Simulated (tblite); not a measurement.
A geometry optimisation, step by step.

Species: C6H9O3 (doublet state).
Bonds: C1–C2, C2–C3, C3–C4, C4–O5 (double), C4–O6, O6–C7, C7–C8, C7–O9 (double). Hydrogens: H10, H11, H12 on C1; H13 on C2; H14, H15 on C3; H16, H17, H18 on C8.
Bond orders are those of one Lewis drawing.

Computed with GFN2-xTB (tblite), gas phase: L-BFGS steps from a force-field or distance-geometry start until the largest atomic force falls under 0.01 eV/Å. 7 of its 158 geometries are shown.

Step 0: E = -802.9483 eV, largest atomic force 6.952 eV/Å
```
atom  x, y, z in Å  |  force x, y, z in eV/Å
C1     -2.020    0.983    0.277   -1.537  -0.422   1.239
C2     -2.460   -0.481    0.363    0.442   1.793  -2.655
C3     -1.455   -1.280   -0.452   -0.366  -0.517   0.361
C4     -0.065   -1.096    0.063    2.811  -3.441   5.347
O5      0.320   -1.773    1.099   -2.083   2.828  -4.560
O6      0.824   -0.229   -0.529   -0.023   0.479  -0.665
C7      2.130   -0.026   -0.088    0.894  -3.290   4.433
C8      3.027    0.950   -0.798   -0.553   0.093   0.647
O9      2.543   -0.678    0.922   -1.160   2.783  -4.020
H10    -0.962    1.049    0.493   -0.113   0.448  -0.184
H11    -2.337    1.374   -0.717    0.575  -0.085   0.624
H12    -2.616    1.524    1.045    0.576   0.037  -0.505
H13    -3.449   -0.526   -0.132    0.192  -0.614   1.019
H14    -1.519   -0.936   -1.491    0.012  -0.235  -0.011
H15    -1.764   -2.343   -0.334    0.586   0.474  -0.356
H16     3.686    0.387   -1.454   -0.072   0.085  -0.102
H17     2.456    1.706   -1.346    0.253  -0.245   0.111
H18     3.652    1.399    0.009   -0.434  -0.171  -0.722
```

Step 26: E = -804.5529 eV, largest atomic force 0.191 eV/Å
```
atom  x, y, z in Å  |  force x, y, z in eV/Å
C1     -2.029    1.106    0.248    0.014   0.085  -0.009
C2     -2.289   -0.332    0.009    0.113   0.093  -0.031
C3     -1.318   -1.255   -0.634    0.021   0.038  -0.025
C4     -0.038   -1.229    0.194   -0.110   0.104   0.029
O5      0.137   -1.819    1.212    0.062  -0.039  -0.035
O6      0.850   -0.331   -0.365   -0.012  -0.104   0.013
C7      2.138   -0.141    0.088   -0.026   0.004  -0.060
C8      2.822    0.872   -0.786   -0.018   0.079  -0.079
O9      2.632   -0.715    1.004   -0.028  -0.073   0.103
H10    -0.996    1.320    0.541   -0.093  -0.157  -0.058
H11    -2.214    1.707   -0.655   -0.027  -0.094   0.076
H12    -2.692    1.474    1.033    0.072   0.018  -0.115
H13    -3.225   -0.734    0.350    0.037  -0.054   0.054
H14    -1.077   -0.975   -1.667    0.012   0.097   0.097
H15    -1.717   -2.270   -0.622    0.044   0.023   0.005
H16     3.421    0.355   -1.531    0.015  -0.103  -0.013
H17     2.095    1.489   -1.297   -0.109   0.081  -0.055
H18     3.490    1.486   -0.192    0.033   0.000   0.102
```

Step 52: E = -804.6741 eV, largest atomic force 0.185 eV/Å
```
atom  x, y, z in Å  |  force x, y, z in eV/Å
C1     -2.037    1.122    0.124    0.083  -0.015   0.015
C2     -2.148   -0.349    0.180   -0.052  -0.013   0.076
C3     -1.360   -1.213   -0.726    0.002  -0.002   0.074
C4     -0.079   -1.299    0.096    0.009  -0.076  -0.114
O5      0.120   -2.075    0.982    0.129   0.082  -0.003
O6      0.783   -0.298   -0.318   -0.035  -0.092  -0.001
C7      2.054   -0.105    0.176   -0.072   0.051   0.003
C8      2.786    0.860   -0.719   -0.026   0.037  -0.024
O9      2.499   -0.629    1.147   -0.062  -0.043   0.022
H10    -1.000    1.425    0.310   -0.025   0.085  -0.053
H11    -2.299    1.498   -0.871    0.005  -0.001   0.110
H12    -2.662    1.598    0.878   -0.009  -0.042  -0.122
H13    -2.643   -0.810    1.024    0.114   0.029  -0.143
H14    -1.163   -0.760   -1.700   -0.046  -0.014   0.129
H15    -1.785   -2.214   -0.820    0.032   0.101  -0.025
H16     3.322    0.290   -1.476    0.006  -0.026   0.014
H17     2.098    1.533   -1.219   -0.089  -0.008  -0.016
H18     3.506    1.430   -0.140    0.035  -0.052   0.056
```

Step 78: E = -804.7143 eV, largest atomic force 0.029 eV/Å
```
atom  x, y, z in Å  |  force x, y, z in eV/Å
C1     -2.038    1.144    0.089    0.010   0.007   0.003
C2     -2.021   -0.319    0.281   -0.012   0.006   0.002
C3     -1.393   -1.220   -0.705    0.002  -0.004   0.005
C4     -0.034   -1.396   -0.044    0.000  -0.003   0.004
O5      0.251   -2.237    0.755   -0.007   0.017  -0.023
O6      0.807   -0.385   -0.462   -0.022   0.007   0.003
C7      1.981   -0.082    0.185   -0.003  -0.014   0.002
C8      2.786    0.858   -0.668   -0.007   0.001   0.010
O9      2.287   -0.495    1.259   -0.012   0.022   0.002
H10    -1.041    1.579    0.224    0.016  -0.009   0.012
H11    -2.354    1.400   -0.924    0.013  -0.009   0.003
H12    -2.705    1.621    0.803    0.009  -0.006   0.004
H13    -2.317   -0.737    1.227    0.005   0.006  -0.003
H14    -1.292   -0.758   -1.685    0.008  -0.012   0.002
H15    -1.883   -2.190   -0.763    0.002  -0.013  -0.013
H16     3.300    0.282   -1.436   -0.016  -0.002   0.008
H17     2.134    1.577   -1.155    0.007   0.001  -0.011
H18     3.523    1.363   -0.051    0.008   0.004  -0.008
```

Step 105: E = -804.7303 eV, largest atomic force 0.077 eV/Å
```
atom  x, y, z in Å  |  force x, y, z in eV/Å
C1     -1.873    1.108    0.144   -0.001  -0.007   0.003
C2     -1.990   -0.357    0.269   -0.029   0.010  -0.009
C3     -1.421   -1.264   -0.746    0.033  -0.026   0.014
C4     -0.051   -1.416   -0.106   -0.004  -0.036   0.067
O5      0.276   -2.255    0.684   -0.046   0.044  -0.044
O6      0.770   -0.392   -0.533   -0.033  -0.022  -0.007
C7      1.830    0.060    0.213    0.007   0.004  -0.022
C8      2.736    0.862   -0.677    0.004   0.006  -0.015
O9      1.962   -0.136    1.380   -0.015   0.002   0.001
H10    -0.859    1.447    0.386   -0.009   0.028   0.015
H11    -2.076    1.425   -0.880    0.013   0.030  -0.004
H12    -2.556    1.612    0.824    0.012  -0.010  -0.011
H13    -2.343   -0.784    1.191    0.028  -0.008   0.009
H14    -1.337   -0.812   -1.733   -0.021  -0.004   0.035
H15    -1.922   -2.229   -0.776    0.021  -0.023  -0.031
H16     3.175    0.192   -1.412    0.033   0.013  -0.022
H17     2.151    1.610   -1.208    0.033   0.005   0.001
H18     3.519    1.334   -0.092   -0.026  -0.006   0.017
```

Step 131: E = -804.7405 eV, largest atomic force 0.065 eV/Å
```
atom  x, y, z in Å  |  force x, y, z in eV/Å
C1     -1.766    1.084    0.196    0.006   0.033   0.012
C2     -1.905   -0.382    0.295   -0.020   0.062   0.004
C3     -1.454   -1.296   -0.770   -0.002   0.008   0.006
C4     -0.075   -1.443   -0.164    0.025  -0.007   0.007
O5      0.267   -2.254    0.649   -0.012  -0.041   0.028
O6      0.773   -0.462   -0.658   -0.003   0.039  -0.041
C7      1.692    0.146    0.151    0.004   0.041  -0.028
C8      2.717    0.858   -0.685    0.013  -0.016  -0.017
O9      1.623    0.146    1.342    0.037  -0.001   0.021
H10    -0.822    1.431    0.636   -0.042  -0.029  -0.014
H11    -1.794    1.419   -0.842    0.025  -0.028   0.047
H12    -2.562    1.574    0.757    0.003  -0.009  -0.023
H13    -2.198   -0.813    1.237    0.004   0.005   0.009
H14    -1.409   -0.835   -1.753   -0.022  -0.023  -0.006
H15    -1.975   -2.250   -0.772    0.013  -0.015  -0.038
H16     3.175    0.154   -1.375   -0.001  -0.020  -0.008
H17     2.229    1.634   -1.272    0.009  -0.017   0.030
H18     3.476    1.296   -0.043   -0.035   0.017   0.010
```

Step 157: E = -804.7529 eV, largest atomic force 0.007 eV/Å
```
atom  x, y, z in Å  |  force x, y, z in eV/Å
C1     -1.766    1.074    0.258   -0.001  -0.003   0.001
C2     -1.929   -0.391    0.304    0.003  -0.002  -0.001
C3     -1.462   -1.282   -0.773    0.000   0.001   0.000
C4     -0.081   -1.409   -0.162   -0.002   0.001   0.002
O5      0.269   -2.221    0.647    0.001   0.000  -0.002
O6      0.749   -0.415   -0.658   -0.002   0.001  -0.002
C7      1.710    0.162    0.128   -0.002   0.000   0.002
C8      2.731    0.845   -0.736   -0.003  -0.002   0.001
O9      1.684    0.149    1.320    0.003  -0.001  -0.002
H10    -1.043    1.416    1.005    0.005  -0.002   0.003
H11    -1.439    1.409   -0.724    0.000   0.000  -0.007
H12    -2.712    1.563    0.503   -0.001   0.002   0.002
H13    -2.260   -0.841    1.225   -0.001   0.002   0.000
H14    -1.424   -0.810   -1.752   -0.001  -0.002   0.001
H15    -1.963   -2.247   -0.795    0.000   0.004  -0.001
H16     3.254    0.095   -1.326    0.005   0.002   0.001
H17     2.234    1.527   -1.421    0.003  -0.003   0.001
H18     3.438    1.383   -0.112   -0.006   0.004  -0.002
```

Problem. Summarise the path.

Solution. The energy falls by 174.12 kJ/mol from step 0 to step 157; nine tenths of that is first reached at step 32. It falls at every step. The largest force goes from 6.952 to 0.007 eV/Å. Among the bonds C4=O5 changes most, from 1.296 to 1.199 Å; the atoms move by 0.694 Å rms after alignment.

Problem. Follow the three bonds and two angles with the largest change from start to end.

Solution. 
```
step  E above end (kJ/mol)  largest force (eV/Å)  C4=O5 (Å)  C7=O9 (Å)  C1–C2 (Å)  C2–C3–C4 (°)  C1–C2–C3 (°)
   0                174.12                 6.952      1.296      1.272      1.531         111.5         106.4
   7                 51.58                 1.074      1.184      1.203      1.483         114.2         116.8
  14                 27.29                 0.432      1.189      1.191      1.479         111.2         123.0
  20                 22.43                 0.174      1.189      1.190      1.475         110.4         124.7
  27                 18.79                 0.160      1.190      1.189      1.481         107.0         124.1
  34                 16.85                 0.099      1.190      1.189      1.478         106.5         122.2
  41                 15.65                 0.167      1.191      1.190      1.478         106.3         120.6
  48                 11.69                 0.339      1.193      1.192      1.474         102.1         119.7
  55                  6.21                 0.171      1.193      1.190      1.473          98.4         120.9
  61                  5.00                 0.092      1.195      1.190      1.475          96.7         121.4
  68                  4.22                 0.101      1.195      1.190      1.476          98.3         121.0
  75                  3.77                 0.037      1.194      1.190      1.476          99.2         121.4
  82                  3.63                 0.057      1.195      1.191      1.476          99.5         121.5
  89                  3.22                 0.129      1.195      1.189      1.475          99.5         121.5
  96                  2.60                 0.062      1.196      1.191      1.476          98.5         121.4
 102                  2.32                 0.080      1.195      1.191      1.475          97.8         121.3
 109                  1.86                 0.192      1.197      1.193      1.475          95.6         121.9
 116                  1.56                 0.083      1.199      1.193      1.475          94.1         122.3
 123                  1.44                 0.027      1.198      1.192      1.475          94.1         122.3
 130                  1.28                 0.053      1.198      1.193      1.475          93.0         122.5
 137                  0.77                 0.079      1.199      1.193      1.474          92.7         122.7
 143                  0.37                 0.155      1.201      1.193      1.475          90.5         123.2
 150                  0.02                 0.026      1.199      1.193      1.475          92.3         122.9
 157                  0.00                 0.007      1.199      1.193      1.475          92.5         122.9
```

The cost below is that of the whole relaxation. Hardware: one thread, Arm Neoverse V1 (aarch64) (shared host). Cost: 1.1 s of wall time.
